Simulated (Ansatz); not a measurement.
Input file for `CBC(N)[SiH3]`:

```yaml
crystal:
  periodic: [false, false, false]
  atoms:
    - {symbol: C, position_ang: [-1.417610, 0.671941, 1.330822]}
    - {symbol: B, position_ang: [-0.876825, 0.647691, -0.130345]}
    - {symbol: C, position_ang: [0.007660, -0.483568, -0.686401]}
    - {symbol: N, position_ang: [0.211931, -1.651228, 0.152352]}
    - {symbol: Si, position_ang: [1.686224, 0.425177, -0.782421]}
    - {symbol: H, position_ang: [-1.509416, 1.677865, 1.746130]}
    - {symbol: H, position_ang: [-0.854506, 0.035633, 2.017098]}
    - {symbol: H, position_ang: [-2.443450, 0.273161, 1.295989]}
    - {symbol: H, position_ang: [-1.127457, 1.549737, -0.886474]}
    - {symbol: H, position_ang: [-0.239099, -0.684084, -1.743132]}
    - {symbol: H, position_ang: [0.768765, -2.361609, -0.301653]}
    - {symbol: H, position_ang: [-0.660310, -2.068123, 0.447434]}
    - {symbol: H, position_ang: [1.987691, 1.140317, 0.485177]}
    - {symbol: H, position_ang: [2.730601, -0.611958, -1.001632]}
    - {symbol: H, position_ang: [1.713800, 1.388547, -1.913642]}
basis:
  gaussian: {orbitals: def2-SVP}
correlation: {method: ccsd_t}
```

```sh
$ ansatz run in.yaml --threads 4 --pin off --events-out ev --progress --plain --max-ram 10444MiB
```

The program prints (abridged):

```
Functional definition: HF
1262 factors; integrals over basis functions are off by at most 1.2e-3 eV
mean field evaluation 1: about -12225.0773 eV, gradient 3.5e1 eV
mean field evaluation 2: about -12225.1637 eV, gradient 3.5e1 eV
mean field evaluation 4: about -12228.7438 eV, gradient 3.9e0 eV
mean field evaluation 8: about -12228.8013 eV, gradient 2.9e-4 eV
mean field -12228.80133913 eV, -449.4001602338 hartree, gradient 2.9e-6 eV, S^2 0.000000; 0 other end points of the search recorded, 0 dependent functions left out
9 core orbitals not correlated: weight in the atoms' cores, before any rotation towards them, 1.000 or more for the frozen orbitals, at most 0.000 for the correlated occupied ones
reference -12228.80133913 eV, -449.4001602338 hartree; 15, 15 occupied and 100, 100 virtual orbitals, 1262 factors
second order -17.63163362 eV of doubles, -0.00000000 eV of singles
cycle   1  -18.94575683 eV  change    -1.3e0 eV  update   9.3e-2
cycle   2  -19.50098439 eV  change   -5.6e-1 eV  update   2.8e-2
cycle   3  -19.57275471 eV  change   -7.2e-2 eV  update   1.2e-2
cycle   4  -19.56973710 eV  change    3.0e-3 eV  update   3.6e-3
cycle   5  -19.56905131 eV  change    6.9e-4 eV  update   1.9e-3
cycle   6  -19.56887434 eV  change    1.8e-4 eV  update   7.7e-4
cycle   7  -19.56867008 eV  change    2.0e-4 eV  update   3.2e-4
cycle   8  -19.56872132 eV  change   -5.1e-5 eV  update   1.2e-4
cycle   9  -19.56874549 eV  change   -2.4e-5 eV  update   3.3e-5
perturbative correction -0.56096586 eV, -0.0206151151 hartree
Total energy: -12248.93105048 eV, -450.1399134815 hartree
```

Hardware: 4 threads of an Arm Neoverse V2 on a shared host. Wall time 8.5 s, peak host memory 0.74 GiB.

The correlation energy is -20.130 eV, 2.8 % of it from (T); the T1 diagnostic reads 0.0107.
